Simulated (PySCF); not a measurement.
Ground-state electric properties of a mixed set of molecules.

All values: PBE0/def2-SVPD (PySCF) at GFN2-xTB geometries, gas phase, one conformer each. Core orbitals are frozen in the response; Δα² is half the sum of the squared differences of the principal polarisabilities.

Task: Rank by polarisability anisotropy Δα, highest first.
A. `N#C[C@H]1C=CCO1`
B. `[CH2:1]=[CH:2][O:3]/[CH:4]=[CH:5]/[C:6]#[N:7]` with C1–C2–O3–C4 180°, C2–O3–C4–C5 180°
C. `[CH3:1][CH2:2][CH2:3][C:4]([CH3:5])([CH3:6])[CH3:7]` with C1–C2–C3–C4 180°
D. `N#C[C@@H]1CCC1=O`
E. `[CH2:1]=[CH:2][c:3]1[cH:4][n:5][o:6][cH:7]1` with C1–C2–C3–C4 0°

Result: B (12.37 Å³), E (6.98 Å³), A (3.70 Å³), D (2.90 Å³), C (2.18 Å³).

Task: Rank by mean static polarisability, lowest first.
A. `O=C(F)C(F)(F)C(=O)F`
B. `N#C[C@@H]1CCC1=O`
C. `CCCC(C)(C)C`
D. `C=CO/C=C/C#N`
E. `C=Cc1cnoc1`

Result: A (6.58 Å³), B (9.07 Å³), E (10.09 Å³), D (11.54 Å³), C (12.82 Å³).

Task: Rank by dipole moment, lowest first.
A. `[CH2:1]=[CH:2][O:3]/[CH:4]=[CH:5]/[C:6]#[N:7]` with C1–C2–O3–C4 180°, C2–O3–C4–C5 180°
B. `N#C[C@@H]1CCC1=O`
C. `[O:1]=[C:2]([F:3])[C:4]([F:5])([F:6])[C:7](=[O:8])[F:9]` with O1–C2–C4–F5 -136°, C2–C4–C7–O8 104°
D. `[CH2:1]=[CH:2][c:3]1[cH:4][n:5][o:6][cH:7]1` with C1–C2–C3–C4 0°
E. `C1CO[C@H](C=1)C#N`
F. `[CH3:1][CH2:2][CH2:3][C:4]([CH3:5])([CH3:6])[CH3:7]` with C1–C2–C3–C4 180°

Result: F (0.07 D), C (0.30 D), D (2.90 D), E (4.43 D), A (4.87 D), B (5.07 D).

All values together:

| SMILES | formula | μ (D) | HOMO (eV) | LUMO (eV) | α (Å³) | Δα (Å³) | electrons | α per electron (Å³) |
| --- | --- | --- | --- | --- | --- | --- | --- | --- |
| N#C[C@H]1C=CCO1 | C5H5NO | 4.43 | -7.87 | -0.59 | 9.16 | 3.70 | 50 | 0.183 |
| C=Cc1cnoc1 | C5H5NO | 2.90 | -7.07 | -0.96 | 10.09 | 6.98 | 50 | 0.202 |
| O=C(F)C(F)(F)C(=O)F | C3F4O2 | 0.30 | -10.15 | -2.93 | 6.58 | 1.98 | 70 | 0.094 |
| N#C[C@@H]1CCC1=O | C5H5NO | 5.07 | -8.01 | -1.62 | 9.07 | 2.90 | 50 | 0.181 |
| CCCC(C)(C)C | C7H16 | 0.07 | -8.56 | 0.68 | 12.82 | 2.18 | 58 | 0.221 |
| C=CO/C=C/C#N | C5H5NO | 4.87 | -7.18 | -1.35 | 11.54 | 12.37 | 50 | 0.231 |

Conformers: `[CH2:1]=[CH:2][c:3]1[cH:4][n:5][o:6][cH:7]1` with C1–C2–C3–C4 0°; `[O:1]=[C:2]([F:3])[C:4]([F:5])([F:6])[C:7](=[O:8])[F:9]` with O1–C2–C4–F5 -136°, C2–C4–C7–O8 104°; `[CH3:1][CH2:2][CH2:3][C:4]([CH3:5])([CH3:6])[CH3:7]` with C1–C2–C3–C4 180°; `[CH2:1]=[CH:2][O:3]/[CH:4]=[CH:5]/[C:6]#[N:7]` with C1–C2–O3–C4 180°, C2–O3–C4–C5 180°.

Task: How closely does the mean polarisability follow the number of electrons in this set?

Result: The correlation coefficient is -0.48; α per electron runs from 0.094 to 0.231 Å³.
